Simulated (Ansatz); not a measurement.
`[BH2][SnH2][SiH2][SiH3]` + `B[Se]CF` → `B[Se][SiH2][SiH3]` + `[BH2][SnH2][CH2]F`  (redistribution)

Calculated with Ansatz (gas phase, PBE0-D4/def2-TZVP geometries, no zero-point term in ΔE). CCSD(T)/CBS adds triple-zeta CCSD(T) − MP2 to the extrapolated MP2 energy (def2 sets, frozen cores). DFT in def2-TZVPP. B3LYP here is the variant with VWN-RPA as its local correlation; programs differ in this. def2 core potentials past Kr. For Se, Sn outer-core shells are correlated without core-valence functions, which leaves a few kJ/mol of doubt a bond. Scalar relativity is left out up to krypton. One conformer a species, not always the lowest.

CCSD(T)/CBS gives -23.4 kJ/mol.

Question: Another level gave -15.9 kJ/mol. Which?
A. r2SCAN/def2-TZVPP
B. B3LYP-D4/def2-TZVPP
C. HF/def2-TZVPP
D. PBE-D4/def2-TZVPP

Answer: A. r2SCAN -15.9, B3LYP-D4 -20.3, PBE-D4 -10.8, HF/def2-TZVPP -31.9 kJ/mol.

Largest T1 diagnostic among the species: 0.014.

In def2-TZVPP, CCSD(T) changes the Hartree–Fock value by +11.4 kJ/mol (the triples alone add +1.9 kJ/mol) and MP2 by +9.0 kJ/mol. From PBE to PBE0 (25 % exact exchange), in def2-TZVPP and without D4, ΔE moves by −4.3 kJ/mol.
